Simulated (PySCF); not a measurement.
W(OH)4(H)2 (H6O4W), SMILES [OH][WH2]([OH])([OH])[OH], multiplicity 1.

Geometry: PBE0-D3(BJ)/def2-SVP. The spin state was assumed, not searched. The structure was generated by enumeration; whether it is a known compound was not checked. The def2 effective core potentials stand for the cores of W; spin–orbit coupling is left out. One conformer was computed; it need not be the lowest.

The numbers are results of PySCF with PBE/def2-TZVP, not measurements.

Symmetry labels are those of the subgroup C2 that the program uses (full group C2).

Computed valence orbital energies around the gap with their symmetry:
```tsv
orbital	symmetry	energy (eV)
HOMO−7	A	-9.18
HOMO−6	A	-8.90
HOMO−5	B	-8.24
HOMO−4	B	-7.65
HOMO−3	A	-7.59
HOMO−2	B	-7.47
HOMO−1	A	-7.14
HOMO	B	-6.11
LUMO	B	-2.55
LUMO+1	A	-2.20
LUMO+2	A	-1.74
LUMO+3	A	-0.17
```
